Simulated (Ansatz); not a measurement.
Calculated with Ansatz (gas phase, PBE0-D4/def2-TZVP geometries, no zero-point term in ΔE). CBS: MP2 limit from def2 TZ/QZ plus the TZ coupled-cluster correction, frozen cores. This one scheme is used for every species. DFT in def2-TZVPP. B3LYP here is the variant with VWN-RPA as its local correlation; programs differ in this. Each species was taken in one conformer, which may not be the lowest.

Consider the formal exchange of groups at a B–S bond: `CB(S)CCl` + BH₃ → `BB(C)CCl` + H₂S.

CCSD(T)/CBS gives +24.2 kcal/mol.

Task: Another level gave +24.3 kcal/mol. Which?
A. PBE0-D4/def2-TZVPP
B. B3LYP/def2-TZVPP
C. CCSD(T)/def2-TZVPP
D. MP2/def2-TZVPP

Result: C. CCSD(T)/def2-TZVPP 24.3, MP2/def2-TZVPP 26.9, B3LYP 22.1, PBE0-D4 23.0 kcal/mol.

Largest T1 diagnostic among the species: 0.012.

In def2-TZVPP, CCSD(T) changes the Hartree–Fock value by +1.6 kcal/mol (the triples alone add +0.8 kcal/mol) and MP2 by +4.2 kcal/mol. The D4 term adds +1.1 kcal/mol with B3LYP and +0.5 kcal/mol with PBE0; it sums over pairs of atoms, weighted by their polarisabilities, and B3LYP, whose exchange is more repulsive, gets the larger term.
